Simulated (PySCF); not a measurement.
Compound: C4H5ClGe.
Bonds: Cl1–Ge2, Ge2–C3, C3–C4 (double), C4–C5, C5–C6 (double), Ge2–C6. Hydrogens: H7 on Ge2; H8 on C3; H9 on C4; H10 on C5; H11 on C6.

Jobs on this species (11 atoms, 78 electrons) with PySCF (density fitting). Hardware of each: one thread, Arm Neoverse N1 (aarch64), shared host. Times come from a shared host and carry two figures at best. Peak memory is the resident size of the whole Python process, interpreter and libraries included.

```tsv
level and settings	work	basis functions	SCF cycles	wall time	peak memory
PBE0-D3(BJ)/def2-SVP, grid level 1	geometry optimisation from a GFN2-xTB start shaken at random	131	?	?	?
delta-SCF UKS PBE, pcX-2 on the ionised atom, pcseg-1 elsewhere, spin-free X2C	ΔSCF core ionisation, 4 holes	168	?	?	?
delta-SCF UKS SCAN, pcX-1 on the ionised atom, pcseg-1 elsewhere, spin-free X2C	ΔSCF core ionisation, 4 holes	148	?	?	?
delta-SCF UKS SCAN, pcX-2 on the ionised atom, pcseg-1 elsewhere, spin-free X2C	ΔSCF core ionisation, 4 holes	168	77	55 s	0.54 GiB
delta-SCF UKS HF, pcX-2 on the ionised atom, pcseg-1 elsewhere, spin-free X2C	ΔSCF core ionisation, 4 holes	168	65	54 s	0.58 GiB
delta-SCF UKS B3LYP, pcX-2 on the ionised atom, pcseg-1 elsewhere, spin-free X2C	ΔSCF core ionisation, 4 holes	168	58	76 s	0.68 GiB
delta-SCF UKS PBE0, pcX-2 on the ionised atom, pcseg-1 elsewhere, spin-free X2C	ΔSCF core ionisation, 4 holes	168	59	74 s	0.68 GiB
delta-SCF UKS SCAN, pcX-2 on the ionised atom, pcseg-1 elsewhere, non-relativistic	ΔSCF core ionisation, 4 holes	168	77	48 s	0.52 GiB
delta-SCF UKS SCAN, def2-TZVP on the ionised atom, pcseg-1 elsewhere, spin-free X2C	ΔSCF core ionisation, 4 holes	145	77	47 s	0.45 GiB
```

**Question.** Fill in the missing figures.

**Answer.** 
- PBE0-D3(BJ)/def2-SVP, grid level 1; geometry optimisation from a GFN2-xTB start shaken at random: 2.9 min, 0.52 GiB, 79 SCF cycles
- delta-SCF UKS PBE, pcX-2 on the ionised atom, pcseg-1 elsewhere, spin-free X2C; ΔSCF core ionisation, 4 holes: 32 s, 0.52 GiB, 69 SCF cycles
- delta-SCF UKS SCAN, pcX-1 on the ionised atom, pcseg-1 elsewhere, spin-free X2C; ΔSCF core ionisation, 4 holes: 42 s, 0.43 GiB, 75 SCF cycles

**Question.** What do all jobs in the table cost together?

**Answer.** About 10 min; the longest takes about 29 % of that, and about 5.4 times as long as the shortest.
